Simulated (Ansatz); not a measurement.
C$_{2}$H$_{6}$AlCl, triplet, geometry from GFN2-xTB (such geometries of metal compounds can be far from the true shape) (a higher spin typed on purpose: for a closed-shell molecule this is an excited state); Ansatz (a first-principles code) with CCSD(T)/STO-3G.

Here is a job for Ansatz.
Ansatz 0.2 input:
```yaml
crystal:
  periodic: [false, false, false]
  atoms:
    - {symbol: Al, position_ang: [0.27124112, 0.58615795, 0.37960008]}
    - {symbol: C, position_ang: [1.86787064, -0.78580438, -0.09423932]}
    - {symbol: H, position_ang: [1.50074856, -1.73997665, -0.45832241]}
    - {symbol: H, position_ang: [2.52835634, -0.91152303, 0.75481727]}
    - {symbol: H, position_ang: [2.36361712, -0.24113003, -0.89325914]}
    - {symbol: C, position_ang: [-0.27691568, -0.98774869, 1.75013729]}
    - {symbol: H, position_ang: [-0.47945400, -1.92642443, 1.24452288]}
    - {symbol: H, position_ang: [-1.19293851, -0.57600077, 2.16514718]}
    - {symbol: H, position_ang: [0.47678327, -1.10469076, 2.51903656]}
    - {symbol: Cl, position_ang: [-1.07464571, 0.56005945, -1.18836066]}
basis:
  gaussian:
    orbitals: STO-3G
magnetization: {spin_polarized: true, initial_magnetization: 2}
correlation: {method: ccsd_t}
```

Output, abridged:

```
Functional definition: HF
408 factors; integrals over basis functions are off by at most 6.2e-5 eV
mean field evaluation 1: about -21001.7329 eV, gradient 1.1e1 eV
mean field evaluation 2: about -21001.8284 eV, gradient 1.1e1 eV
mean field evaluation 4: about -21003.4288 eV, gradient 1.2e0 eV
mean field evaluation 8: about -21003.4574 eV, gradient 1.2e-2 eV
mean field evaluation 16: about -21003.3707 eV, gradient 3.9e-1 eV
mean field -21003.45742218 eV, -771.8628236103 hartree, gradient 2.7e-6 eV, S^2 2.051828; 0 other end points of the search recorded, 0 dependent functions left out
12 core orbitals not correlated
reference -21003.45742218 eV, -771.8628236103 hartree; 13, 11 occupied and 9, 11 virtual orbitals, 408 factors
second order -3.26718943 eV of doubles, -0.00000000 eV of singles
cycle   1  -4.05588456 eV  change   -7.9e-1 eV  update   7.7e-2
cycle   2  -4.52553126 eV  change   -4.7e-1 eV  update   3.6e-2
cycle   3  -4.57463289 eV  change   -4.9e-2 eV  update   1.2e-2
cycle   4  -4.57449771 eV  change    1.4e-4 eV  update   4.4e-3
cycle   5  -4.57546281 eV  change   -9.7e-4 eV  update   1.3e-3
cycle   6  -4.57474252 eV  change    7.2e-4 eV  update   4.8e-4
cycle   7  -4.57468593 eV  change    5.7e-5 eV  update   2.0e-4
cycle   8  -4.57475351 eV  change   -6.8e-5 eV  update   7.8e-5
cycle   9  -4.57472132 eV  change    3.2e-5 eV  update   2.4e-5
cycle  10  -4.57472089 eV  change    4.3e-7 eV  update   9.6e-6
perturbative correction -0.04562372 eV, -0.0016766408 hartree
Total energy: -21008.07776679 eV, -772.0326181428 hartree
```
